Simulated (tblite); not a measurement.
A geometry optimisation, step by step.

Compound: C4H6FGaO2.
Atom-mapped SMILES: `[F:1][CH2:2][C:3]1=[CH:4][CH:5]=[O+:6][GaH2-:7][O:8]1` (hydrogens: H9, H10 on C2; H11 on C4; H12 on C5; H13, H14 on Ga7)
Bond orders are those of one Lewis drawing.

Computed with GFN2-xTB (tblite), gas phase: L-BFGS steps from a force-field or distance-geometry start until the largest atomic force falls under 0.01 eV/Å. 13 of its 105 geometries are shown.

Step 0: E = -699.2154 eV, largest atomic force 4.276 eV/Å
```
atom  x, y, z in Å  |  force x, y, z in eV/Å
F1      2.806   -0.809   -0.656   -0.227   0.171   0.543
C2      2.064   -0.651    0.501    0.743  -0.916   0.948
C3      0.676   -0.246    0.184   -3.582  -1.981  -0.060
C4      0.433    1.020   -0.268   -2.065   1.172  -0.602
C5     -0.890    1.569   -0.641    1.311  -1.928   0.680
O6     -1.991    0.939   -0.593    1.428   1.235  -0.188
Ga7    -2.099   -0.789    0.005   -1.538  -1.829   0.499
O8     -0.336   -1.196    0.331    3.253   2.756  -0.325
H9      2.561    0.104    1.156   -0.128  -0.269  -0.574
H10     2.058   -1.622    1.063    0.091   0.467  -0.594
H11     1.273    1.687   -0.356    0.010   0.132  -0.074
H12    -0.914    2.587   -1.007    0.030   0.353  -0.082
H13    -2.712   -1.749   -1.123    0.315   0.430   0.222
H14    -2.931   -0.846    1.382    0.359   0.206  -0.393
```

Step 9: E = -699.9364 eV, largest atomic force 0.115 eV/Å
```
atom  x, y, z in Å  |  force x, y, z in eV/Å
F1      2.783   -0.787   -0.624   -0.042   0.041  -0.011
C2      2.042   -0.664    0.524   -0.060   0.012  -0.029
C3      0.613   -0.238    0.176    0.106   0.041  -0.020
C4      0.427    1.062   -0.285    0.070   0.010   0.006
C5     -0.825    1.544   -0.637   -0.012   0.007  -0.004
O6     -1.915    0.907   -0.573    0.044   0.060  -0.017
Ga7    -2.225   -0.908    0.038   -0.014   0.009   0.003
O8     -0.305   -1.102    0.324    0.030   0.046   0.047
H9      2.540    0.103    1.130   -0.065  -0.073   0.038
H10     2.053   -1.637    1.025   -0.033  -0.001  -0.013
H11     1.279    1.716   -0.376    0.004  -0.049  -0.015
H12    -0.879    2.583   -0.998   -0.073  -0.068   0.001
H13    -2.681   -1.752   -1.162    0.030  -0.002   0.034
H14    -2.908   -0.826    1.415    0.016  -0.033  -0.020
```

Step 17: E = -699.9466 eV, largest atomic force 0.138 eV/Å
```
atom  x, y, z in Å  |  force x, y, z in eV/Å
F1      2.773   -0.750   -0.630    0.019   0.036   0.078
C2      2.030   -0.672    0.520   -0.054   0.030   0.013
C3      0.612   -0.220    0.180    0.073   0.009   0.005
C4      0.442    1.077   -0.300    0.012  -0.059   0.016
C5     -0.817    1.550   -0.644   -0.007   0.014  -0.009
O6     -1.900    0.899   -0.568    0.020   0.107  -0.021
Ga7    -2.220   -0.902    0.044    0.021  -0.009   0.015
O8     -0.312   -1.069    0.361   -0.005   0.022   0.013
H9      2.515    0.065    1.172    0.037  -0.052  -0.012
H10     2.020   -1.661    0.989    0.011   0.004  -0.080
H11     1.310    1.713   -0.403   -0.128  -0.042  -0.032
H12    -0.902    2.583   -1.011    0.028  -0.030  -0.003
H13    -2.651   -1.761   -1.146    0.010  -0.031  -0.039
H14    -2.900   -0.852    1.414   -0.038   0.002   0.057
```

Step 26: E = -699.9691 eV, largest atomic force 0.126 eV/Å
```
atom  x, y, z in Å  |  force x, y, z in eV/Å
F1      2.812   -0.590   -0.591    0.025   0.035   0.028
C2      2.015   -0.689    0.518   -0.109   0.044  -0.020
C3      0.610   -0.183    0.207    0.072  -0.008  -0.043
C4      0.441    1.083   -0.345    0.021  -0.053   0.025
C5     -0.822    1.564   -0.673    0.024  -0.007   0.009
O6     -1.922    0.949   -0.560    0.092  -0.057   0.064
Ga7    -2.213   -0.894    0.082    0.012   0.073   0.004
O8     -0.334   -0.987    0.487   -0.032  -0.003  -0.003
H9      2.491   -0.093    1.306   -0.048   0.005   0.001
H10     1.957   -1.741    0.813    0.095  -0.020  -0.043
H11     1.308    1.699   -0.526   -0.071  -0.053   0.016
H12    -0.877    2.589   -1.067   -0.050  -0.035  -0.023
H13    -2.543   -1.797   -1.119    0.008   0.030   0.009
H14    -2.922   -0.909    1.444   -0.039   0.049  -0.023
```

Step 35: E = -700.0035 eV, largest atomic force 0.213 eV/Å
```
atom  x, y, z in Å  |  force x, y, z in eV/Å
F1      2.902   -0.284   -0.452   -0.035   0.015   0.043
C2      2.013   -0.719    0.492   -0.149   0.146  -0.045
C3      0.607   -0.197    0.224    0.075   0.117  -0.078
C4      0.439    1.040   -0.401   -0.012   0.001  -0.018
C5     -0.821    1.541   -0.691   -0.075   0.005  -0.026
O6     -1.937    0.980   -0.468    0.057  -0.052   0.007
Ga7    -2.221   -0.832    0.151    0.065  -0.050   0.052
O8     -0.344   -0.928    0.643    0.046  -0.023  -0.049
H9      2.349   -0.320    1.458    0.053  -0.109   0.024
H10     2.030   -1.816    0.497   -0.016   0.110   0.014
H11     1.293    1.638   -0.681    0.038  -0.185   0.056
H12    -0.881    2.526   -1.174    0.043  -0.004   0.042
H13    -2.385   -1.764   -1.057   -0.062  -0.024  -0.051
H14    -3.043   -0.865    1.438   -0.028   0.053   0.027
```

Step 43: E = -700.0208 eV, largest atomic force 0.085 eV/Å
```
atom  x, y, z in Å  |  force x, y, z in eV/Å
F1      2.922   -0.161   -0.379   -0.022  -0.013   0.068
C2      2.013   -0.701    0.487   -0.081   0.014   0.022
C3      0.605   -0.199    0.222    0.001   0.055   0.027
C4      0.434    1.018   -0.428    0.030   0.021  -0.032
C5     -0.825    1.532   -0.704   -0.002  -0.030   0.005
O6     -1.930    0.975   -0.440   -0.028  -0.016  -0.026
Ga7    -2.208   -0.848    0.189    0.010   0.047  -0.057
O8     -0.335   -0.934    0.666    0.043  -0.023  -0.014
H9      2.317   -0.414    1.504    0.007  -0.041  -0.044
H10     2.045   -1.790    0.385    0.050   0.009  -0.006
H11     1.309    1.572   -0.721    0.020   0.040  -0.034
H12    -0.883    2.515   -1.194    0.008  -0.038   0.050
H13    -2.375   -1.751   -1.045   -0.061  -0.030   0.018
H14    -3.091   -0.812    1.437    0.025   0.004   0.023
```

Step 52: E = -700.0324 eV, largest atomic force 0.123 eV/Å
```
atom  x, y, z in Å  |  force x, y, z in eV/Å
F1      2.952   -0.017   -0.234    0.113   0.017  -0.034
C2      2.026   -0.697    0.499   -0.110   0.053  -0.014
C3      0.618   -0.205    0.213   -0.060  -0.002   0.003
C4      0.438    0.996   -0.465    0.022  -0.015  -0.034
C5     -0.825    1.508   -0.720    0.047   0.036   0.031
O6     -1.930    0.955   -0.448   -0.012   0.009  -0.043
Ga7    -2.218   -0.837    0.196    0.021  -0.046  -0.033
O8     -0.324   -0.937    0.658   -0.019  -0.072   0.004
H9      2.276   -0.543    1.557   -0.057  -0.043   0.005
H10     2.109   -1.759    0.249    0.008  -0.009   0.018
H11     1.304    1.546   -0.789    0.038   0.061   0.022
H12    -0.884    2.502   -1.182   -0.010   0.014  -0.039
H13    -2.456   -1.774   -1.007    0.000   0.012   0.051
H14    -3.087   -0.738    1.448    0.018  -0.017   0.062
```

Step 61: E = -700.0487 eV, largest atomic force 0.114 eV/Å
```
atom  x, y, z in Å  |  force x, y, z in eV/Å
F1      3.000    0.049   -0.092    0.021   0.043  -0.022
C2      2.020   -0.691    0.497   -0.087  -0.004   0.028
C3      0.626   -0.208    0.161   -0.044  -0.024  -0.025
C4      0.449    1.009   -0.487    0.009   0.008   0.000
C5     -0.815    1.511   -0.757    0.000  -0.012   0.070
O6     -1.913    0.925   -0.533   -0.067  -0.003  -0.009
Ga7    -2.221   -0.845    0.203    0.018  -0.014  -0.007
O8     -0.310   -0.975    0.563   -0.067   0.028  -0.078
H9      2.157   -0.626    1.582    0.079  -0.017   0.081
H10     2.140   -1.732    0.180    0.032  -0.038  -0.029
H11     1.314    1.589   -0.757    0.060   0.017   0.010
H12    -0.881    2.523   -1.181   -0.019  -0.041  -0.049
H13    -2.588   -1.823   -0.933    0.032   0.043   0.037
H14    -2.979   -0.707    1.531    0.033   0.015  -0.007
```

Step 69: E = -700.0566 eV, largest atomic force 0.061 eV/Å
```
atom  x, y, z in Å  |  force x, y, z in eV/Å
F1      3.001    0.112    0.013   -0.015   0.011  -0.001
C2      2.016   -0.692    0.508   -0.029  -0.007   0.008
C3      0.627   -0.220    0.129   -0.006  -0.024  -0.021
C4      0.453    1.012   -0.488   -0.009   0.017   0.016
C5     -0.814    1.500   -0.777   -0.001   0.006   0.013
O6     -1.913    0.909   -0.576   -0.024  -0.018   0.022
Ga7    -2.224   -0.838    0.215    0.008  -0.004  -0.060
O8     -0.315   -1.017    0.447    0.031  -0.013   0.050
H9      2.109   -0.695    1.601    0.018  -0.012   0.005
H10     2.186   -1.706    0.129    0.006  -0.002  -0.013
H11     1.316    1.611   -0.720    0.025   0.015   0.010
H12    -0.883    2.508   -1.207    0.001   0.014  -0.051
H13    -2.660   -1.827   -0.875   -0.010   0.002  -0.011
H14    -2.898   -0.656    1.579    0.006   0.015   0.032
```

Step 78: E = -700.0592 eV, largest atomic force 0.036 eV/Å
```
atom  x, y, z in Å  |  force x, y, z in eV/Å
F1      2.991    0.149    0.059    0.014   0.007  -0.014
C2      2.015   -0.692    0.509   -0.005   0.004   0.027
C3      0.624   -0.225    0.134   -0.002  -0.008   0.000
C4      0.449    1.012   -0.477   -0.005   0.013   0.014
C5     -0.814    1.496   -0.785    0.000  -0.027  -0.018
O6     -1.915    0.907   -0.576   -0.026  -0.025  -0.005
Ga7    -2.227   -0.836    0.213    0.021   0.000  -0.015
O8     -0.311   -1.034    0.439   -0.008   0.026   0.007
H9      2.102   -0.740    1.602   -0.005  -0.020  -0.013
H10     2.207   -1.685    0.088    0.001   0.002  -0.007
H11     1.313    1.612   -0.700    0.021   0.010  -0.001
H12    -0.881    2.488   -1.252    0.011   0.009  -0.002
H13    -2.692   -1.824   -0.869    0.000   0.023   0.016
H14    -2.862   -0.628    1.593   -0.016  -0.015   0.012
```

Step 87: E = -700.0606 eV, largest atomic force 0.040 eV/Å
```
atom  x, y, z in Å  |  force x, y, z in eV/Å
F1      2.989    0.159    0.075   -0.005  -0.009   0.004
C2      2.014   -0.693    0.507    0.029   0.013   0.025
C3      0.623   -0.215    0.150   -0.001  -0.015  -0.010
C4      0.448    1.017   -0.468    0.000   0.006   0.004
C5     -0.814    1.491   -0.796    0.002  -0.014  -0.008
O6     -1.915    0.903   -0.588   -0.012  -0.009   0.007
Ga7    -2.225   -0.832    0.223   -0.006   0.003  -0.010
O8     -0.315   -1.018    0.466    0.008   0.003   0.002
H9      2.107   -0.775    1.598   -0.004  -0.012  -0.028
H10     2.204   -1.674    0.054   -0.011   0.015   0.005
H11     1.312    1.617   -0.695    0.018   0.007  -0.004
H12    -0.877    2.472   -1.286   -0.005   0.009   0.003
H13    -2.688   -1.809   -0.867    0.000   0.001   0.010
H14    -2.864   -0.642    1.605   -0.012   0.002   0.000
```

Step 95: E = -700.0609 eV, largest atomic force 0.015 eV/Å
```
atom  x, y, z in Å  |  force x, y, z in eV/Å
F1      2.990    0.177    0.104   -0.005  -0.008  -0.003
C2      2.017   -0.692    0.507    0.005  -0.003   0.010
C3      0.625   -0.216    0.150    0.003   0.003   0.010
C4      0.450    1.016   -0.471   -0.003  -0.003  -0.005
C5     -0.813    1.485   -0.803   -0.002   0.006   0.014
O6     -1.913    0.897   -0.592   -0.007  -0.008  -0.002
Ga7    -2.226   -0.831    0.229    0.000   0.002  -0.007
O8     -0.313   -1.019    0.467    0.005   0.005  -0.006
H9      2.104   -0.802    1.595   -0.010  -0.002  -0.006
H10     2.215   -1.660    0.032    0.002   0.008  -0.005
H11     1.313    1.617   -0.697    0.003  -0.006  -0.003
H12    -0.879    2.465   -1.295    0.003   0.009  -0.006
H13    -2.701   -1.807   -0.856    0.007  -0.007   0.004
H14    -2.868   -0.630    1.608   -0.002   0.002   0.004
```

Step 104: E = -700.0612 eV, largest atomic force 0.009 eV/Å
```
atom  x, y, z in Å  |  force x, y, z in eV/Å
F1      2.989    0.190    0.134    0.000   0.006   0.003
C2      2.017   -0.693    0.506    0.002   0.000  -0.001
C3      0.624   -0.213    0.153    0.001  -0.002   0.000
C4      0.450    1.016   -0.475   -0.002  -0.005  -0.007
C5     -0.813    1.485   -0.807   -0.002  -0.001   0.004
O6     -1.913    0.898   -0.592   -0.004  -0.006  -0.003
Ga7    -2.227   -0.827    0.236    0.000   0.004  -0.003
O8     -0.314   -1.012    0.475    0.000   0.005   0.002
H9      2.095   -0.836    1.591    0.001  -0.001  -0.007
H10     2.222   -1.644    0.001   -0.006  -0.004   0.003
H11     1.315    1.613   -0.710    0.001  -0.001   0.006
H12    -0.878    2.462   -1.305    0.000   0.002   0.002
H13    -2.691   -1.821   -0.839    0.004   0.001  -0.001
H14    -2.878   -0.617    1.609    0.003   0.003   0.002
```

Problem. Summarise the path.

Solution. The energy falls by 81.61 kJ/mol from step 0 to step 104; nine tenths of that is first reached at step 30. It rises by more than 0.2 meV at step 34. The largest force goes from 4.276 to 0.009 eV/Å. Among the bonds C3–O8 changes most, from 1.395 to 1.274 Å; the atoms move by 0.582 Å rms after alignment.

Problem. Follow the three bonds and two angles with the largest change from start to end.

Solution. 
```json
{"step": "0", "E above end (kJ/mol)": "81.61", "largest force (eV/Å)": "4.276", "C3–O8 (Å)": "1.395", "O6–Ga7 (Å)": "1.832", "Ga7–O8 (Å)": "1.839", "H13–Ga7–H14 (°)": "112.5", "O6–Ga7–O8 (°)": "102.1"}
{"step": "5", "E above end (kJ/mol)": "15.07", "largest force (eV/Å)": "0.316", "C3–O8 (Å)": "1.272", "O6–Ga7 (Å)": "1.941", "Ga7–O8 (Å)": "1.965", "H13–Ga7–H14 (°)": "122.9", "O6–Ga7–O8 (°)": "92.0"}
{"step": "9", "E above end (kJ/mol)": "12.04", "largest force (eV/Å)": "0.115", "C3–O8 (Å)": "1.269", "O6–Ga7 (Å)": "1.940", "Ga7–O8 (Å)": "1.951", "H13–Ga7–H14 (°)": "126.6", "O6–Ga7–O8 (°)": "89.0"}
{"step": "14", "E above end (kJ/mol)": "11.49", "largest force (eV/Å)": "0.121", "C3–O8 (Å)": "1.269", "O6–Ga7 (Å)": "1.939", "Ga7–O8 (Å)": "1.953", "H13–Ga7–H14 (°)": "126.8", "O6–Ga7–O8 (°)": "88.3"}
{"step": "18", "E above end (kJ/mol)": "10.88", "largest force (eV/Å)": "0.136", "C3–O8 (Å)": "1.268", "O6–Ga7 (Å)": "1.926", "Ga7–O8 (Å)": "1.934", "H13–Ga7–H14 (°)": "125.7", "O6–Ga7–O8 (°)": "88.3"}
{"step": "23", "E above end (kJ/mol)": "9.55", "largest force (eV/Å)": "0.136", "C3–O8 (Å)": "1.272", "O6–Ga7 (Å)": "1.967", "Ga7–O8 (Å)": "1.916", "H13–Ga7–H14 (°)": "125.6", "O6–Ga7–O8 (°)": "87.9"}
{"step": "27", "E above end (kJ/mol)": "8.72", "largest force (eV/Å)": "0.126", "C3–O8 (Å)": "1.271", "O6–Ga7 (Å)": "1.966", "Ga7–O8 (Å)": "1.925", "H13–Ga7–H14 (°)": "125.9", "O6–Ga7–O8 (°)": "88.3"}
{"step": "32", "E above end (kJ/mol)": "6.59", "largest force (eV/Å)": "0.214", "C3–O8 (Å)": "1.271", "O6–Ga7 (Å)": "1.935", "Ga7–O8 (Å)": "1.933", "H13–Ga7–H14 (°)": "125.7", "O6–Ga7–O8 (°)": "88.4"}
{"step": "36", "E above end (kJ/mol)": "5.35", "largest force (eV/Å)": "0.153", "C3–O8 (Å)": "1.271", "O6–Ga7 (Å)": "1.937", "Ga7–O8 (Å)": "1.940", "H13–Ga7–H14 (°)": "126.3", "O6–Ga7–O8 (°)": "89.0"}
{"step": "41", "E above end (kJ/mol)": "4.05", "largest force (eV/Å)": "0.077", "C3–O8 (Å)": "1.273", "O6–Ga7 (Å)": "1.947", "Ga7–O8 (Å)": "1.933", "H13–Ga7–H14 (°)": "127.2", "O6–Ga7–O8 (°)": "89.2"}
{"step": "45", "E above end (kJ/mol)": "3.60", "largest force (eV/Å)": "0.081", "C3–O8 (Å)": "1.274", "O6–Ga7 (Å)": "1.943", "Ga7–O8 (Å)": "1.940", "H13–Ga7–H14 (°)": "127.0", "O6–Ga7–O8 (°)": "89.0"}
{"step": "50", "E above end (kJ/mol)": "3.02", "largest force (eV/Å)": "0.110", "C3–O8 (Å)": "1.272", "O6–Ga7 (Å)": "1.923", "Ga7–O8 (Å)": "1.952", "H13–Ga7–H14 (°)": "126.2", "O6–Ga7–O8 (°)": "89.3"}
{"step": "54", "E above end (kJ/mol)": "2.37", "largest force (eV/Å)": "0.102", "C3–O8 (Å)": "1.274", "O6–Ga7 (Å)": "1.935", "Ga7–O8 (Å)": "1.949", "H13–Ga7–H14 (°)": "126.1", "O6–Ga7–O8 (°)": "88.4"}
{"step": "59", "E above end (kJ/mol)": "1.54", "largest force (eV/Å)": "0.137", "C3–O8 (Å)": "1.274", "O6–Ga7 (Å)": "1.939", "Ga7–O8 (Å)": "1.949", "H13–Ga7–H14 (°)": "125.2", "O6–Ga7–O8 (°)": "88.6"}
{"step": "63", "E above end (kJ/mol)": "0.96", "largest force (eV/Å)": "0.110", "C3–O8 (Å)": "1.275", "O6–Ga7 (Å)": "1.939", "Ga7–O8 (Å)": "1.945", "H13–Ga7–H14 (°)": "125.0", "O6–Ga7–O8 (°)": "88.5"}
{"step": "68", "E above end (kJ/mol)": "0.51", "largest force (eV/Å)": "0.090", "C3–O8 (Å)": "1.274", "O6–Ga7 (Å)": "1.942", "Ga7–O8 (Å)": "1.931", "H13–Ga7–H14 (°)": "125.5", "O6–Ga7–O8 (°)": "88.5"}
{"step": "72", "E above end (kJ/mol)": "0.36", "largest force (eV/Å)": "0.043", "C3–O8 (Å)": "1.274", "O6–Ga7 (Å)": "1.938", "Ga7–O8 (Å)": "1.935", "H13–Ga7–H14 (°)": "126.0", "O6–Ga7–O8 (°)": "88.7"}
{"step": "77", "E above end (kJ/mol)": "0.23", "largest force (eV/Å)": "0.042", "C3–O8 (Å)": "1.274", "O6–Ga7 (Å)": "1.939", "Ga7–O8 (Å)": "1.940", "H13–Ga7–H14 (°)": "126.6", "O6–Ga7–O8 (°)": "88.8"}
{"step": "81", "E above end (kJ/mol)": "0.15", "largest force (eV/Å)": "0.030", "C3–O8 (Å)": "1.274", "O6–Ga7 (Å)": "1.938", "Ga7–O8 (Å)": "1.935", "H13–Ga7–H14 (°)": "126.2", "O6–Ga7–O8 (°)": "88.9"}
{"step": "86", "E above end (kJ/mol)": "0.08", "largest force (eV/Å)": "0.034", "C3–O8 (Å)": "1.274", "O6–Ga7 (Å)": "1.941", "Ga7–O8 (Å)": "1.932", "H13–Ga7–H14 (°)": "126.4", "O6–Ga7–O8 (°)": "88.9"}
{"step": "90", "E above end (kJ/mol)": "0.04", "largest force (eV/Å)": "0.015", "C3–O8 (Å)": "1.274", "O6–Ga7 (Å)": "1.937", "Ga7–O8 (Å)": "1.939", "H13–Ga7–H14 (°)": "126.2", "O6–Ga7–O8 (°)": "88.8"}
{"step": "95", "E above end (kJ/mol)": "0.03", "largest force (eV/Å)": "0.015", "C3–O8 (Å)": "1.274", "O6–Ga7 (Å)": "1.938", "Ga7–O8 (Å)": "1.938", "H13–Ga7–H14 (°)": "126.1", "O6–Ga7–O8 (°)": "88.8"}
{"step": "99", "E above end (kJ/mol)": "0.02", "largest force (eV/Å)": "0.016", "C3–O8 (Å)": "1.274", "O6–Ga7 (Å)": "1.938", "Ga7–O8 (Å)": "1.937", "H13–Ga7–H14 (°)": "125.8", "O6–Ga7–O8 (°)": "88.8"}
{"step": "104", "E above end (kJ/mol)": "0.00", "largest force (eV/Å)": "0.009", "C3–O8 (Å)": "1.274", "O6–Ga7 (Å)": "1.939", "Ga7–O8 (Å)": "1.937", "H13–Ga7–H14 (°)": "125.9", "O6–Ga7–O8 (°)": "88.7"}
```

The cost below is that of the whole relaxation. On an Arm Neoverse N1 with one thread, shared host with 64 logical CPUs at a one-minute load of 60, this took 1.0 s of wall time.
